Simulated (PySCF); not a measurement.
A PySCF script (with the pyscf-properties extension) for the NMR shieldings of `C=Cc1c(C)cnn1C`, C7H10N2, on a GFN2-xTB geometry:

```python
import basis_set_exchange as bse
import numpy as np
from pyscf import gto, dft
from pyscf.prop import nmr

atoms = """
C    -1.187044   -2.185446    0.023920
C    -0.029661   -1.535735    0.107275
C     0.154123   -0.109033    0.032117
C    -0.723759    0.949755   -0.215114
C    -2.182536    0.923814   -0.506165
C     0.081504    2.091218   -0.147484
N     1.339189    1.780575    0.113073
N     1.378924    0.460609    0.217669
C     2.630202   -0.185678    0.487958
H    -1.223702   -3.259197    0.091928
H    -2.126580   -1.683486   -0.109988
H     0.878787   -2.107333    0.250207
H    -2.528250    1.929831   -0.733103
H    -2.744592    0.552360    0.350900
H    -2.394957    0.282991   -1.361688
H    -0.207675    3.115203   -0.278789
H     2.587805   -0.749750    1.421898
H     3.381234    0.596755    0.574960
H     2.907185   -0.858203   -0.327035
"""
names = dict.fromkeys(["C", "N", "H"], "pcSseg-1")
basis = {el: gto.basis.parse(bse.get_basis(n, elements=[el], fmt="nwchem")) for el, n in names.items()}
mol = gto.M(atom=atoms, basis=basis, charge=0, verbose=0)
mf = dft.RKS(mol, xc="PBE0")
mf.grids.level = 2
mf.grids.alignment = dft.numint.BLKSIZE   # the property module wants whole blocks of grid points
mf.conv_tol = 1e-9
mf.kernel()

calc = nmr.RKS(mf)   # GIAO
C = mf.mo_coeff
Co = C[:, mf.mo_occ > 0]
resp = mf.gen_response(singlet=True, hermi=2)
def vind(x):   # induced exchange potential for any number of trial vectors
    d = np.einsum("pi,xij,qj->xpq", C, 2 * x.reshape(-1, C.shape[1], Co.shape[1]), Co, optimize=True)
    return np.einsum("xpq,pi,qj->xij", resp(d - d.transpose(0, 2, 1)), C, Co, optimize=True).ravel()
mo1, _ = nmr.rhf.solve_mo1(calc, with_cphf=vind)
sigma = calc.kernel(mo1)
for i, s in enumerate(sigma):   # ppm
    w = np.linalg.eigvalsh((s + s.T) / 2)
    print("%2d %-2s iso %8.1f  s11 %8.1f  s22 %8.1f  s33 %8.1f" % (i, mol.atom_pure_symbol(i), w.mean(), *w))
```

**Question.** Give the expected output.

**Answer.** 
```
 0 C  iso     67.7  s11    -32.2  s22     64.6  s33    170.6
 1 C  iso     55.3  s11    -59.4  s22     64.7  s33    160.5
 2 C  iso     47.0  s11    -14.8  s22     24.3  s33    131.5
 3 C  iso     64.2  s11      2.7  s22     40.8  s33    149.2
 4 C  iso    172.2  s11    163.4  s22    170.5  s33    182.7
 5 C  iso     44.1  s11    -42.5  s22     54.1  s33    120.6
 6 N  iso    -82.7  s11   -299.9  s22    -89.3  s33    141.0
 7 N  iso     43.5  s11    -69.5  s22     80.6  s33    119.6
 8 C  iso    148.7  s11    128.7  s22    132.4  s33    185.1
 9 H  iso     26.2  s11     24.5  s22     24.8  s33     29.3
10 H  iso     26.0  s11     22.8  s22     24.8  s33     30.3
11 H  iso     24.8  s11     21.1  s22     23.1  s33     30.1
12 H  iso     29.3  s11     23.9  s22     28.6  s33     35.4
13 H  iso     29.4  s11     25.0  s22     27.5  s33     35.7
14 H  iso     29.4  s11     25.0  s22     28.0  s33     35.3
15 H  iso     24.4  s11     22.0  s22     24.3  s33     27.0
16 H  iso     27.9  s11     23.5  s22     26.4  s33     33.9
17 H  iso     27.4  s11     22.4  s22     27.1  s33     32.6
18 H  iso     27.9  s11     23.5  s22     26.4  s33     33.9
```

These numbers come from an equivalent density-fitted implementation of the same equations, which agrees with the script to about 0.01 ppm for H and up to a few tenths of a ppm for heavy atoms, so last digits may differ.

**Question.** Turn these shieldings into chemical shifts. References, each an isolated molecule treated in the same way: TMS for 13C (186.93 ppm) and 1H (31.72 ppm); 15N (267.73 ppm) vs NH3.

**Answer.** Averaging equivalent atoms: C 5: 142.8; C 2: 139.9; C 1: 131.7; C 3: 122.7; C 0: 119.3; C 8: 38.2; C 4: 14.7; N 6: 350.4; N 7: 224.2; H 15: 7.28; H 11: 6.95; H 10: 5.76; H 9: 5.55; H 16/17/18: 3.97; H 12/13/14: 2.35 ppm. Experimental scales use liquid or dissolved standards, which lie at an offset from isolated NH3 (liquid NH3: subtract about 20 ppm). Unscaled 15N shifts of sp2 nitrogen come out 20 to 40 ppm too high even then.

Size and cost of the density-fitted run: 203 basis functions, 41 s wall time on 1 thread of an Intel Xeon Platinum 8488C, shared host; peak memory 0.91 GiB.
